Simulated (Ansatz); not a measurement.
`OB(F)Br` + H₂ → `FBBr` + H₂O at 500 K and 1 bar (hydrogenolysis of a B–O bond).

Computed with Ansatz on PBE0-D4/def2-TZVP structures; ΔE is electronic, products minus reactants. CCSD(T)/CBS adds triple-zeta CCSD(T) − MP2 to the extrapolated MP2 energy (def2 sets, frozen cores). This one scheme is used for every species. For Br outer-core shells are correlated without core-valence functions, which leaves a few kJ/mol of doubt a bond. Scalar relativity is left out up to krypton. One conformer a species, not always the lowest.

| species | CCSD(T)/CBS energy (Eh) | H − E (kJ/mol) | S (J/(mol·K)) |
| --- | --- | --- | --- |
| `OB(F)Br` | -2773.83630 | 87.7 | 332.6 |
| H₂ | -1.17544 | 41.0 | 145.5 |
| `FBBr` | -2698.59010 | 64.0 | 301.5 |
| H₂O | -76.37941 | 73.2 | 206.3 |

H − E and S are ideal-gas, rigid-rotor, harmonic terms from PBE0-D4/def2-TZVP, for one conformer and one mirror image of each species. The MP2-based limit puts H₂ 0.8 mEh under its directly extrapolated value; such offsets cancel only in part. 1 Eh = 2625.50 kJ/mol, R = 8.31446 J/(mol·K).

Question: By hand: ΔE, ΔH, ΔS and ΔG.

Answer: ΔE = (-2698.59010) + (-76.37941) − (-2773.83630) − (-1.17544) = 0.04223 Eh = 110.9 kJ/mol. Δ(H − E) = 64.0 + 73.2 − 87.7 − 41.0 = 8.5, so ΔH = 119.4 kJ/mol. ΔS = 301.5 + 206.3 − 332.6 − 145.5 = 29.7 J/(mol·K). ΔG = 119.4 − 500 × (29.7)/1000 = 104.6 kJ/mol.

Question: By hand: the equilibrium constant, and the temperature at which ΔG would vanish if ΔH and ΔS stayed fixed.

Answer: log₁₀ K = −ΔG/(RT ln 10) = -10.9. ΔG = 0 at ΔH/ΔS = 4020 K, far beyond where these terms or the molecules hold.

ΔH outweighs TΔS. A doubt of 5 kJ/mol in ΔE shifts log₁₀ K by 0.5 here. Other conformers and mirror images would add mixing entropy, several J/(mol·K) or more a flexible species. These are equilibria of isolated gas molecules and say nothing of rates. Largest T1 diagnostic: 0.011 (customary marks: 0.02 for closed shells, 0.045 for open ones).
